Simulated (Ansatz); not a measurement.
Mulliken charges of CH6GeS (`S[CH2][GeH3]`) from r2SCAN/def2-TZVPP in Ansatz (PBE0-D4/def2-TZVP geometry).

```
atom   x (Å)   y (Å)   z (Å)  charge (e)
  S1  -1.511   1.258  -0.664      -0.182
  C2   0.222   0.836  -0.363      -0.167
 Ge3   0.430  -0.842   0.632       0.112
  H4  -1.880   0.090  -1.215       0.094
  H5   0.619   1.654   0.241       0.097
  H6   0.785   0.815  -1.297       0.099
  H7   1.920  -1.200   0.785      -0.026
  H8  -0.280  -1.960  -0.153      -0.018
  H9  -0.218  -0.698   2.016      -0.007
```

Task: By hand: the dipole of these point charges (1 e Å = 4.8032 D).

Result: Σ q r = (0.204, -0.142, 0.001) e Å, of length 0.249 e Å = 1.20 D.

Task: How does the dipole of the full density compare? (Best estimate.)

Result: Computed: (0.222, -0.104, -0.047) e Å, 1.20 D; the point charges give 1.00 times that, at 15° from its direction.

Point charges leave out the atoms' own dipoles, such as those of lone pairs, and Mulliken's split depends on the basis, so the close match here is no proof of good charges.
